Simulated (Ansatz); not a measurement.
The cluster Zr4P4, relaxed as a singlet with RKS PBE-D4/def2-SVP in Ansatz, starting from the GFN1-xTB geometry. Force threshold 0.03 eV/Å.

In the def2 sets Zr takes a core potential; there is no spin–orbit coupling. The restricted singlet is unstable towards broken spin symmetry in Hartree–Fock (as tested in another run); at PBE-D4/def2-SVP this wasn't settled. Another isomer (singlet) lies 2.73 eV lower at PBE0-D4/def2-TZVP; other spin states weren't run for this one.

Start:

```xyz
8

Zr   -1.4443   -0.2854   -1.0071
Zr   -0.6169    2.5042    0.1174
Zr    1.6526    0.5178   -0.1875
Zr   -0.6928    0.0384    1.9260
P     0.7507   -1.5223   -1.4797
P    -1.7226   -2.0593    0.8185
P     1.6489    2.9265   -0.7783
P     0.4244   -2.1198    0.5906
```

Problem. Estimate the energy that the relaxation releases and the steps that it takes.

Solution. 16.3 kcal/mol, in 12 steps; 1.8 min on 4 threads of Intel Xeon on a shared host. No frequencies were taken in this run, so the end may be a saddle point.

Problem. Does the start keep its bonding?

Solution. By distances, no bond broke or formed. The bond that changes most is Zr3–P8, from 3.01 to 2.66 Å (atoms count from 1).

Problem. Predict the relaxed structure.

Solution. 
```xyz
8

Zr   -1.425   -0.380   -0.956
Zr   -0.677    2.285   -0.142
Zr    1.649    0.377   -0.111
Zr   -0.682    0.183    1.859
P     0.741   -1.373   -1.717
P    -1.681   -1.962    1.065
P     1.638    2.790   -0.461
P     0.437   -1.919    0.463
```
Bond lengths (bridged metal pairs left out): 9 × P–Zr 2.39 to 2.80 Å; 2 × Zr–Zr 2.89 to 2.90 Å; 2 × P–P 2.20 to 2.27 Å.
